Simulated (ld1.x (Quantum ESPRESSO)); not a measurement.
Ge: one change to a TM potential, before and after

* Element: Ge (Z = 32)
* Generator: ld1.x (Quantum ESPRESSO) 7.5
* Type: norm-conserving Troullier–Martins (Kleinman–Bylander form)
* Functional: LDA (PZ)
* Relativity: scalar-relativistic
* Frozen core: [Ar]
* Valence charge: 14
* Reference configuration: 3d10 4s2 4p2
* Partial waves: 4s (bound): rc 1.30 bohr; 4p (bound): rc 2.00 bohr; 4f channel at -0.2 Ry: rc 1.70 bohr; 3d (bound): rc 1.25 bohr
* Local potential: the d channel
* Core correction: none

All-electron outer shells of the reference configuration (LDA (PZ), scalar-relativistic, ld1.x):

| shell | level (eV) | outermost node (bohr) | outermost maximum (bohr) |
| --- | --- | --- | --- |
| 3s | -167.73 | 0.26 | 0.54 |
| 3p | -115.38 | 0.23 | 0.54 |
| 3d | -29.55 | – | 0.50 |
| 4s | -11.95 | 0.77 | 1.73 |
| 4p | -4.05 | 0.82 | 2.19 |

Change: core correction a·sin(br)/r model core inside 0.54 bohr.

Cutoffs: the cutoffs (Ry, on a coarse ladder) from which the occupation-weighted sum of valence levels, in a spherical-Bessel basis at the reference potential, stays within 10 and 1 mRy of its value at 400 Ry; they do not see the model core or the augmentation charge, which bear on the density cutoff. Errors are all-electron minus pseudo energies relative to the spin-unpolarised reference configuration.

Task: How do hardness, ghosts and transferability respond?

Result: Both files keep a bound ghost (p, s); of the 9 tests that both files solve, the error grows in 4 and shrinks in 4 by more than 15 % and 0.3 meV (median size 1.5 → 1.9 meV). A model core, the more so a compact one, raises the density cutoff, which this test does not measure.

```tsv
quantity	base	changed
cutoff, loose	180 Ry	180 Ry
cutoff, tight	over 300 Ry	over 300 Ry
bound ghosts	s, p	s, p
error for 3d10 4s2 4p1, meV [ΔE 7.64 eV]	-0.4	-0.9
error for 3d10 4s2 4p0, meV [ΔE 23.35 eV]	+1.5	-3.2
error for 3d10 4s1 4p0, meV [ΔE 58.57 eV]	+29	-6.3
error for 3d10 4s1 4p2, meV [ΔE 16.41 eV]	+3.2	-0.4
error for 3d10 4s0 4p4, meV [ΔE 16.36 eV]	-0.7	-7.9
error for 3d10 4s1 4p3, meV [ΔE 8.04 eV]	-0.2	-1.9
error for 3d10 4s2 4p1.5, meV [ΔE 2.89 eV]	-0.3	-0.4
error for 3d10 4s2 4p2 (spin-polarised), meV [ΔE -0.56 eV]	+8.7	+3.1
error for 3d10 4s2 4p1 (spin-polarised), meV [ΔE 7.45 eV]	+3.2	+0.3
s: phases at 2.21 bohr within 0.05 rad from the reference energy up to (Ry; the scan ends near 5)	2.7	2.7
p: phases at 2.21 bohr within 0.05 rad from the reference energy up to (Ry; the scan ends near 5)	5.0	5.0
d: phases at 2.21 bohr within 0.05 rad from the reference energy up to (Ry; the scan ends near 5)	0.7	0.7
f: phases at 2.21 bohr within 0.05 rad from the reference energy up to (Ry; the scan ends near 5)	to the end of the scan	to the end of the scan
```

 A true bound ghost makes a file unfit for plane-wave use even where its test errors are small: the radial tests pick states by their node count and pass the ghost by.
